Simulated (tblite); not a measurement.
Record of a relaxation.

Compound: C2H12GeOSi2.
SMILES with atom numbers: `[CH3:1][O:2][Si@@H:3]([SiH3:4])[GeH2:5][CH3:6]` (hydrogens: H7, H8, H9 on C1; H10 on Si3; H11, H12, H13 on Si4; H14, H15 on Ge5; H16, H17, H18 on C6)

Computed with GFN2-xTB (tblite), gas phase: L-BFGS steps from a force-field or distance-geometry start until the largest atomic force falls under 0.01 eV/Å. 8 of its 90 geometries are shown.

Step 0: E = -540.3376 eV, largest atomic force 2.500 eV/Å
```
atom  x, y, z in Å  |  force x, y, z in eV/Å
C1     -1.517    1.920   -0.615   -0.814   1.921  -1.377
O2     -0.437    1.515    0.097    0.212  -2.031   1.094
Si3    -0.509   -0.027    0.800    0.920   1.805   0.852
Si4    -1.820   -1.467   -0.255   -0.690  -1.468  -0.173
Ge5     1.673   -0.773    1.012   -0.501   0.359   0.075
C6      2.705    0.049   -0.430    1.020  -0.184  -0.040
H7     -2.281    2.485   -0.018    0.490  -0.669  -0.112
H8     -1.141    2.670   -1.359   -0.263  -0.399   0.283
H9     -2.019    1.127   -1.196    0.157   0.295   0.361
H10    -1.059    0.108    2.176   -0.024   0.189  -0.144
H11    -2.360   -2.396    0.782    0.018   0.239  -0.418
H12    -1.035   -2.329   -1.159   -0.215   0.090  -0.077
H13    -2.929   -0.834   -0.949   -0.260  -0.179  -0.202
H14     1.753   -2.296    0.801    0.148   0.396   0.333
H15     2.181   -0.329    2.399    0.176  -0.465  -0.406
H16     3.735   -0.367   -0.367   -0.524   0.312  -0.436
H17     2.257   -0.183   -1.409    0.320   0.084   0.425
H18     2.796    1.135   -0.322   -0.168  -0.294  -0.039
```

Step 13: E = -540.8737 eV, largest atomic force 0.300 eV/Å
```
atom  x, y, z in Å  |  force x, y, z in eV/Å
C1     -1.523    1.981   -0.649    0.015   0.076  -0.040
O2     -0.496    1.375    0.062    0.132  -0.021   0.038
Si3    -0.572   -0.010    0.919   -0.071  -0.240  -0.165
Si4    -1.876   -1.573   -0.226   -0.021   0.085  -0.007
Ge5     1.668   -0.670    1.021    0.034  -0.054   0.009
C6      2.792    0.055   -0.436    0.011   0.024   0.059
H7     -2.223    2.487    0.014   -0.063  -0.020   0.135
H8     -1.091    2.719   -1.319    0.117   0.106  -0.082
H9     -2.065    1.245   -1.242   -0.112  -0.038  -0.041
H10    -1.134    0.271    2.253   -0.021   0.047   0.004
H11    -2.484   -2.510    0.717   -0.027  -0.081  -0.032
H12    -1.120   -2.340   -1.229   -0.004   0.003   0.084
H13    -2.993   -0.998   -1.004    0.052  -0.033   0.094
H14     1.756   -2.188    0.935   -0.037   0.073  -0.053
H15     2.361   -0.472    2.354    0.031   0.093  -0.054
H16     3.812   -0.321   -0.441   -0.024  -0.096   0.056
H17     2.335   -0.182   -1.396    0.031   0.029   0.041
H18     2.845    1.137   -0.344   -0.044   0.046  -0.047
```

Step 25: E = -540.9097 eV, largest atomic force 0.088 eV/Å
```
atom  x, y, z in Å  |  force x, y, z in eV/Å
C1     -1.502    2.000   -0.645    0.030  -0.001  -0.001
O2     -0.472    1.307   -0.012   -0.034  -0.027  -0.010
Si3    -0.599   -0.049    0.889   -0.034   0.009   0.010
Si4    -1.917   -1.625   -0.204    0.007  -0.032   0.003
Ge5     1.655   -0.640    1.016   -0.018   0.003  -0.020
C6      2.795    0.068   -0.423    0.031   0.013  -0.025
H7     -2.162    2.479    0.084    0.048  -0.035  -0.010
H8     -1.051    2.763   -1.280   -0.024   0.025   0.009
H9     -2.096    1.323   -1.266   -0.003   0.053   0.029
H10    -1.162    0.312    2.208   -0.012  -0.002  -0.028
H11    -2.537   -2.619    0.679    0.034   0.044  -0.009
H12    -1.121   -2.370   -1.192   -0.054   0.003   0.008
H13    -3.030   -1.023   -0.961    0.026  -0.033   0.017
H14     1.751   -2.146    0.910    0.021  -0.064   0.023
H15     2.402   -0.400    2.306   -0.048   0.019   0.071
H16     3.800   -0.343   -0.376    0.024  -0.020  -0.016
H17     2.366   -0.182   -1.390    0.028   0.024  -0.028
H18     2.870    1.150   -0.356   -0.023   0.020  -0.022
```

Step 38: E = -540.9261 eV, largest atomic force 0.080 eV/Å
```
atom  x, y, z in Å  |  force x, y, z in eV/Å
C1     -1.480    2.026   -0.630    0.016  -0.008   0.010
O2     -0.458    1.243   -0.102   -0.011   0.017  -0.017
Si3    -0.611   -0.081    0.841   -0.023  -0.007  -0.025
Si4    -1.940   -1.679   -0.196    0.025   0.069   0.010
Ge5     1.647   -0.639    0.985   -0.009  -0.019   0.043
C6      2.819    0.075   -0.434    0.005  -0.001   0.023
H7     -2.081    2.468    0.168    0.015   0.011  -0.019
H8     -1.020    2.818   -1.222   -0.047   0.026  -0.003
H9     -2.136    1.429   -1.270    0.018   0.015   0.013
H10    -1.198    0.340    2.130    0.027  -0.017   0.000
H11    -2.528   -2.658    0.715   -0.019  -0.028   0.044
H12    -1.181   -2.431   -1.199    0.015  -0.059  -0.052
H13    -3.060   -1.075   -0.929   -0.058  -0.006  -0.020
H14     1.797   -2.147    0.952    0.007  -0.007  -0.009
H15     2.294   -0.332    2.317    0.030   0.016   0.000
H16     3.825   -0.330   -0.362    0.017  -0.015  -0.003
H17     2.417   -0.175   -1.413    0.013   0.004   0.014
H18     2.883    1.157   -0.363   -0.020   0.011  -0.009
```

Step 51: E = -540.9323 eV, largest atomic force 0.026 eV/Å
```
atom  x, y, z in Å  |  force x, y, z in eV/Å
C1     -1.474    2.052   -0.623   -0.001  -0.002   0.000
O2     -0.450    1.238   -0.149   -0.004  -0.002  -0.007
Si3    -0.606   -0.094    0.784    0.001   0.002   0.000
Si4    -1.958   -1.699   -0.215   -0.013  -0.022  -0.007
Ge5     1.652   -0.644    0.987    0.000   0.009  -0.005
C6      2.834    0.073   -0.421    0.000  -0.003   0.006
H7     -2.046    2.473    0.207   -0.005   0.005  -0.009
H8     -1.029    2.863   -1.200    0.001  -0.001   0.006
H9     -2.155    1.486   -1.264   -0.002  -0.002   0.009
H10    -1.180    0.329    2.080   -0.008  -0.011  -0.002
H11    -2.512   -2.655    0.749    0.009   0.014   0.001
H12    -1.239   -2.493   -1.221   -0.008   0.012   0.006
H13    -3.116   -1.132   -0.924    0.009   0.006   0.007
H14     1.829   -2.150    0.976   -0.004  -0.001   0.003
H15     2.278   -0.295    2.321    0.004  -0.007  -0.004
H16     3.845   -0.318   -0.342   -0.003   0.008   0.004
H17     2.442   -0.186   -1.401    0.020   0.002   0.002
H18     2.878    1.157   -0.356    0.004  -0.006  -0.010
```

Step 64: E = -540.9331 eV, largest atomic force 0.024 eV/Å
```
atom  x, y, z in Å  |  force x, y, z in eV/Å
C1     -1.479    2.056   -0.621   -0.001   0.001  -0.001
O2     -0.456    1.237   -0.154    0.011  -0.003  -0.003
Si3    -0.606   -0.098    0.774   -0.005   0.005  -0.004
Si4    -1.964   -1.704   -0.218    0.011   0.019   0.009
Ge5     1.654   -0.640    0.981   -0.016  -0.012   0.005
C6      2.846    0.073   -0.419    0.005  -0.001   0.002
H7     -2.045    2.477    0.213   -0.012   0.008  -0.004
H8     -1.033    2.866   -1.199    0.004   0.002   0.006
H9     -2.165    1.496   -1.261   -0.006  -0.013   0.008
H10    -1.191    0.310    2.070    0.008   0.004   0.003
H11    -2.505   -2.647    0.764   -0.007  -0.011  -0.005
H12    -1.258   -2.501   -1.229   -0.004  -0.005  -0.003
H13    -3.125   -1.130   -0.915   -0.005  -0.003   0.001
H14     1.824   -2.147    0.977    0.003   0.006  -0.009
H15     2.282   -0.295    2.315   -0.006   0.004   0.002
H16     3.858   -0.308   -0.319    0.012   0.001   0.000
H17     2.474   -0.198   -1.404    0.007  -0.007  -0.002
H18     2.881    1.158   -0.365    0.000   0.004  -0.004
```

Step 76: E = -540.9342 eV, largest atomic force 0.037 eV/Å
```
atom  x, y, z in Å  |  force x, y, z in eV/Å
C1     -1.491    2.059   -0.618   -0.005   0.002  -0.003
O2     -0.462    1.248   -0.150    0.001  -0.010  -0.004
Si3    -0.606   -0.097    0.764    0.001   0.009   0.007
Si4    -1.973   -1.702   -0.215   -0.009  -0.011  -0.006
Ge5     1.656   -0.635    0.964   -0.019  -0.030   0.011
C6      2.874    0.071   -0.416    0.002   0.001  -0.001
H7     -2.055    2.488    0.214   -0.001  -0.006   0.010
H8     -1.052    2.866   -1.205    0.001  -0.005  -0.005
H9     -2.179    1.488   -1.247   -0.009   0.003  -0.006
H10    -1.184    0.300    2.068    0.010   0.001  -0.003
H11    -2.508   -2.651    0.766    0.005   0.015  -0.008
H12    -1.291   -2.505   -1.239    0.003   0.015   0.006
H13    -3.143   -1.123   -0.895    0.000  -0.001   0.003
H14     1.822   -2.143    0.954    0.004   0.011   0.003
H15     2.265   -0.296    2.308    0.003  -0.002   0.001
H16     3.890   -0.286   -0.270    0.013   0.006   0.002
H17     2.544   -0.234   -1.405   -0.004  -0.007  -0.008
H18     2.885    1.158   -0.390    0.004   0.010   0.000
```

Step 89: E = -540.9348 eV, largest atomic force 0.009 eV/Å
```
atom  x, y, z in Å  |  force x, y, z in eV/Å
C1     -1.504    2.055   -0.620   -0.002   0.002   0.002
O2     -0.470    1.245   -0.161   -0.001   0.005  -0.006
Si3    -0.604   -0.096    0.761   -0.004   0.003  -0.008
Si4    -1.982   -1.693   -0.215    0.004   0.003   0.002
Ge5     1.657   -0.641    0.956   -0.001   0.004   0.005
C6      2.890    0.069   -0.411   -0.003  -0.002   0.002
H7     -2.059    2.486    0.217    0.002  -0.005   0.007
H8     -1.070    2.861   -1.212    0.000  -0.004  -0.004
H9     -2.199    1.485   -1.241    0.005  -0.003   0.002
H10    -1.163    0.303    2.071   -0.002   0.006  -0.001
H11    -2.509   -2.645    0.765   -0.001  -0.006   0.003
H12    -1.298   -2.484   -1.245   -0.003  -0.001  -0.005
H13    -3.158   -1.116   -0.885    0.004   0.004   0.001
H14     1.827   -2.147    0.944   -0.003  -0.007   0.000
H15     2.256   -0.305    2.306    0.004  -0.001   0.001
H16     3.910   -0.266   -0.239    0.002   0.003  -0.001
H17     2.586   -0.260   -1.402    0.001   0.002  -0.002
H18     2.881    1.156   -0.403   -0.003  -0.001   0.001
```

**Question.** Summarise the path.

**Answer.** The energy falls by 57.62 kJ/mol from step 0 to step 89; nine tenths of that is first reached at step 14. It falls at every step. The largest force goes from 2.500 to 0.009 eV/Å. Among the bonds Si3–Si4 changes most, from 2.215 to 2.324 Å; the atoms move by 0.266 Å rms after alignment.

The cost below is that of the whole relaxation. Hardware: one thread of an Arm Neoverse V2, no GPU, shared host with 64 logical CPUs at a one-minute load of 47. Cost: 0.63 s of wall time.
